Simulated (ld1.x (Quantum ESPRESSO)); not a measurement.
F (Z = 9), TM: configuration errors across variants

```json
{
 "Element": "F (Z = 9)",
 "Generator": "ld1.x (Quantum ESPRESSO) 7.5",
 "Type": "norm-conserving Troullier–Martins (Kleinman–Bylander form)",
 "Functional": "PBEsol",
 "Relativity": "scalar-relativistic",
 "Frozen core": "[He]",
 "Valence charge": "7",
 "Reference configuration": "2s2 2p3.5 (charge +1.5)",
 "Partial waves": "2s (bound): rc 0.50 bohr; 2p (bound): rc 0.95 bohr",
 "Local potential": "all-electron potential smoothed inside 0.45 bohr (lloc = -2)",
 "Core correction": "Bessel-smoothed model core inside 0.50 bohr"
}
```

All-electron excitation energies from the reference (eV): (1) 2s2 2p5 -35.873; (2) 2s2 2p4 -16.556; (3) 2s2 2p3 21.722; (4) 2s2 2p1 167.804; (5) 2s2 2p5.3 -38.525; (6) 2s1 2p6 -17.177; (7) 2s2 2p2 82.211.

2 further variants failed, have other tests or another functional or relativity, and are left out.

Errors AE − PS in meV (a dash: test not solved or not reliable):

| change | (1) | (2) | (3) | (4) | (5) | (6) | (7) | bound ghosts |
| --- | --- | --- | --- | --- | --- | --- | --- | --- |
| base | +13 | +3.6 | +3.6 | +345 | +14 | +53 | +72 | none |
| wave 2p (bound): rc 0.95 bohr becomes 2p (bound): rc 1.28 bohr | +42 | +10 | +16 | +1075 | +46 | +157 | +250 | none |
| core correction Bessel-smoothed model core inside 0.26 bohr | +13 | +3.6 | +3.7 | +342 | +15 | +52 | +73 | none |
| local potential all-electron potential smoothed inside 0.92 bohr (lloc = -2) | -0.1 | +1.5 | +0.9 | +255 | -2.0 | +40 | +43 | none |

Q: Give the same row for: wave 2s (bound): rc 0.50 bohr becomes 2s (bound): rc 0.38 bohr.

A: +19, +4.5, +5.1, +415, +21, +130, +91; bound ghosts: not determined.
